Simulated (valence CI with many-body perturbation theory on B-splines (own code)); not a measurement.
**E1 line list for Zr⁺**

Method: relativistic CI+MBPT: three valence electrons over a frozen Dirac-Fock core [Kr], a basis of 7 s, 7 p, 8 d, 6 f, 4 g, 1 h functions for each j, with the one-electron correlation potential Σ1 (screened to all orders), the two-electron term Σ2, the three-electron term Σ3, Breit, model QED; selected single and double excitations, second order for the rest, scaled by the run's own slope (own B-spline code, finite nucleus).

Against 29 measured levels this calculation errs by 246 cm⁻¹ on average and by 602 at most. These come from a selection out of the NIST Handbook of Basic Atomic Spectroscopic Data. Levels without a partner in it may be off by more, other configurations by 1,000 to 4,000 cm⁻¹.

Lines 51 to 100 of 524 in falling wavelength, among levels below 9.495 eV, chosen from the strongest by gf and those to the six lowest levels. Wavelengths and rates use the calculated energies, so an error of 200 cm⁻¹ moves a line at 1099 nm by 2.2 % and its rate by three times that or more. Electric multipoles are in the length gauge, E1 and E2 with the static RPA response of the core. Weak lines are less certain than strong ones. Lines between different terms over intervals too small for the method are left out, as are lines whose strength nearly cancels. Where a level lies close to another of its J and parity, the split of strength between their lines is uncertain. The highest levels of a list are the least certain.

Names give the largest LS component (configuration and term), which can be under half, so a name can repeat, a term be missing and a line seem to break the LS rules; names also repeat where a configuration has a term twice. Letters in brackets count levels of one name in rising energy.

```
λ vac (nm)               Upper              Lower   A (s⁻¹)  S (a.u.)
      1099      4d2 6p 4F°_9/2      4d2 6s 4F_9/2  2.61e+07  1.71e+02
      1098     4d2 6p 4G°_11/2      4d2 6s 4F_9/2  2.65e+07  2.08e+02
      1095      4d2 6p 4D°_5/2      4d2 6s 2F_5/2  6.82e+06  2.66e+01
      1093      4d2 6p 2P°_1/2      4d2 6s 2D_3/2  2.09e+07  2.69e+01
      1093      4d2 6p 4F°_3/2      4d2 6s 4F_3/2  2.17e+07  5.60e+01
      1092      4d2 6p 4F°_5/2      4d2 6s 4F_5/2  1.96e+07  7.57e+01
      1088  4d2 6p 2F°_5/2 [a]      4d2 6s 4F_7/2  7.42e+06  2.83e+01
      1080      4d2 6p 2G°_9/2      4d2 6s 2F_7/2  2.49e+07  1.55e+02
      1080      4d2 6p 2G°_7/2      4d2 6s 2F_5/2  2.19e+07  1.09e+02
      1077  4d2 6p 2F°_7/2 [b]      4d2 6s 2D_5/2  2.54e+07  1.25e+02
      1069  4d2 6p 2F°_7/2 [a]      4d2 6s 4F_9/2  1.13e+07  5.44e+01
      1067  4d2 6p 2D°_3/2 [b]  4d2 5d 2P_3/2 [b]  5.23e+06  1.25e+01
      1062      4d2 6p 4F°_5/2      4d2 6s 4F_3/2  6.64e+06  2.36e+01
      1060  4d2 6p 2D°_5/2 [a]      4d2 6s 2F_7/2  2.56e+07  9.04e+01
      1055  4d2 6p 2D°_3/2 [a]      4d2 6s 2F_5/2  2.54e+07  5.88e+01
      1052  4d2 6p 2F°_7/2 [a]      4d2 6s 2F_5/2  2.64e+06  1.21e+01
      1042      4d2 4f 2G°_7/2  4d2 5d 4F_5/2 [a]  3.43e+06  1.54e+01
      1039      4d2 6p 4F°_7/2      4d2 6s 4F_5/2  3.75e+06  1.66e+01
      1039      4d2 6p 4D°_3/2      4d2 6s 4F_5/2  2.12e+07  4.68e+01
      1035      4d2 6p 4D°_5/2      4d2 6s 4F_7/2  1.89e+07  6.21e+01
      1035  4d2 6p 2D°_3/2 [b]      4d2 6s 2D_3/2  1.63e+07  3.56e+01
      1030  4d2 6p 2D°_5/2 [b]      4d2 6s 2D_5/2  1.72e+07  5.55e+01
      1028      4d2 6p 4D°_7/2      4d2 6s 4F_9/2  1.55e+07  6.64e+01
      1017  4d2 6p 4D°_1/2 [a]      4d2 6s 4F_3/2  3.15e+07  3.27e+01
      1012      4d2 6p 4D°_3/2      4d2 6s 4F_3/2  7.54e+06  1.54e+01
      1007     4d2 4f 4I°_11/2  4d2 5d 2H_9/2 [a]  3.86e+06  2.34e+01
      1004      4d2 4f 4G°_7/2  4d2 5d 4F_7/2 [a]  4.23e+06  1.69e+01
     986.6      4d2 4f 4F°_5/2  4d2 5d 4F_3/2 [a]  9.12e+06  2.59e+01
     978.1      4d2 4f 4F°_7/2  4d2 5d 4F_5/2 [a]  9.33e+06  3.45e+01
     977.7      4d2 4f 4G°_5/2  4d2 5d 4F_3/2 [a]  1.28e+07  3.53e+01
     976.5      4d2 4f 2G°_9/2  4d2 5d 2G_9/2 [a]  3.21e+06  1.47e+01
     968.4  4d2 6p 4S°_3/2 [a]  4d2 5d 4F_3/2 [a]  6.36e+06  1.14e+01
     965.0      4d2 4f 2G°_7/2  4d2 5d 2G_7/2 [a]  5.22e+06  1.85e+01
     962.0      4d2 4f 4G°_7/2  4d2 5d 4F_5/2 [a]  8.86e+06  3.11e+01
     961.4      4d2 4f 4I°_9/2  4d2 5d 2G_7/2 [a]  3.28e+06  1.44e+01
     920.1      4d2 4f 2G°_9/2  4d2 5d 2G_7/2 [a]  3.23e+06  1.24e+01
     919.1      4d2 4f 4G°_7/2  4d2 5d 4P_5/2 [a]  5.52e+06  1.69e+01
     909.8      4d2 4f 4F°_7/2  4d2 5d 2G_7/2 [a]  5.51e+06  1.64e+01
     901.0      4d2 4f 4D°_3/2  4d2 5d 4P_1/2 [a]  7.43e+06  1.07e+01
     889.7      4d2 4f 4G°_5/2  4d2 5d 2P_3/2 [a]  6.71e+06  1.40e+01
     851.3      4d2 4f 4D°_3/2  4d2 5d 2P_1/2 [a]  8.63e+06  1.05e+01
     842.1      4d2 4f 4I°_9/2  4d2 5d 2F_7/2 [a]  6.28e+06  1.85e+01
     837.0     4d2 4f 4H°_11/2     4d2 5d 4G_11/2  4.04e+06  1.40e+01
     827.4      4d2 4f 4H°_7/2      4d2 5d 4G_7/2  1.12e+07  2.50e+01
     811.9      4d2 4f 4I°_9/2      4d2 5d 4H_9/2  7.91e+06  2.09e+01
     810.2      4d2 4f 2G°_9/2  4d2 5d 2F_7/2 [a]  3.03e+07  7.95e+01
     810.1      4d2 4f 2G°_7/2  4d2 5d 2F_5/2 [a]  4.69e+07  9.85e+01
     809.5     4d2 4f 4H°_11/2     4d2 5d 4H_11/2  1.11e+07  3.49e+01
     808.5     4d2 4f 4I°_11/2      4d2 5d 4H_9/2  6.92e+07  2.17e+02
     806.9      4d2 4f 2G°_9/2      4d2 5d 4G_9/2  1.36e+07  3.53e+01
```
